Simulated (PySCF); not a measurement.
Si(H)3(OH) (H4OSi), SMILES O[SiH3].

The structure is a stationary point at B3LYP-D3(BJ)/def2-TZVP.

These are HF/def2-TZVPD (PySCF) values and carry that method's errors.

Symmetry labels are those of the subgroup Cs that the program uses (full group Cs).

**Question.** List the valence orbital energies around the gap with their symmetry. (An estimate is asked for; the answer gives what the named calculation found.)

**Answer.** 
```tsv
orbital	symmetry	energy (eV)
HOMO−7	A"	-115.47
HOMO−6	A'	-36.56
HOMO−5	A'	-20.70
HOMO−4	A'	-17.68
HOMO−3	A'	-15.15
HOMO−2	A"	-15.07
HOMO−1	A'	-12.91
HOMO	A"	-12.47
LUMO	A'	1.56
LUMO+1	A'	2.20
LUMO+2	A'	2.89
LUMO+3	A"	3.20
```
